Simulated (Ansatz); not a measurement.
Isomers of AlH5OSi, B3LYP-D3(BJ)/def2-TZVP minima from an xTB search, which can miss the lowest.
Isomer 1, SMILES [AlH2][O][SiH3] (charge 0, multiplicity 1):
| atom | x (Å) | y (Å) | z (Å) |
|---|---|---|---|
| Al | 1.8149 | -0.3379 | 0.3210 |
| O | 0.1850 | -0.0384 | 0.0146 |
| Si | -1.3935 | 0.2588 | -0.2487 |
| H | 2.1790 | -1.2993 | 1.5121 |
| H | 2.8799 | 0.3619 | -0.6016 |
| H | -1.5961 | 1.6896 | -0.5806 |
| H | -2.1888 | -0.0643 | 0.9604 |
| H | -1.8804 | -0.5704 | -1.3771 |
Isomer 2, SMILES [OH][AlH][SiH3] (charge 0, multiplicity 1):
```xyz
8

O      2.09642    -0.61357     0.06659
Al     0.86764     0.55084    -0.11634
Si    -1.43048    -0.27271     0.07877
H      3.03345    -0.41802     0.01174
H      1.27336     2.05661    -0.39468
H     -2.19005    -0.00813    -1.17296
H     -2.15020     0.43429     1.17232
H     -1.50014    -1.72929     0.35455
```

Frozen-core correlation. MP2 and its Hartree–Fock in cc-pV(Q+d)Z are density fitted.

Programs: Ansatz (a first-principles code). Values without a source in brackets are computed.

The energy of isomer 2 above isomer 1 is E(isomer 2) − E(isomer 1). Total energies (hartree):

| level | isomer 2 | isomer 1 |
|---|---|---|
| HF/cc-pV(T+d)Z | -608.7280139 | -608.7781853 |
| MP2/cc-pV(T+d)Z | -609.1809351 | -609.2235568 |
| HF/cc-pV(Q+d)Z | -608.7409179 | -608.7920524 |
| MP2/cc-pV(Q+d)Z | -609.2283599 | -609.2713229 |
| CCSD(T)/cc-pV(T+d)Z | -609.2352750 | -609.2742012 |

Work out the energy of isomer 2 above isomer 1 at the basis-set limit: extrapolate the MP2 correlation part as X⁻³, take Hartree–Fock from the larger set, and add the CCSD(T) − MP2 difference of cc-pV(T+d)Z.


1. Differences (1 hartree = 627.509 kcal/mol): HF/cc-pV(T+d)Z 31.483; MP2/cc-pV(T+d)Z 26.746; HF/cc-pV(Q+d)Z 32.087; MP2/cc-pV(Q+d)Z 26.960; CCSD(T)/cc-pV(T+d)Z 24.427.
2. Correlation parts, MP2 less HF: -4.738 in cc-pV(T+d)Z (X = 3), -5.128 in cc-pV(Q+d)Z (X = 4).
3. Limit (4³·(-5.128) − 3³·(-4.738))/(4³ − 3³) = -5.412; with HF/cc-pV(Q+d)Z it gives 26.675.
4. CCSD(T) less MP2 in cc-pV(T+d)Z: -2.319.
Result: 24.36 kcal/mol, against 26.75 at MP2/cc-pV(T+d)Z. It is an estimate of this method's limit, not of the exact value.
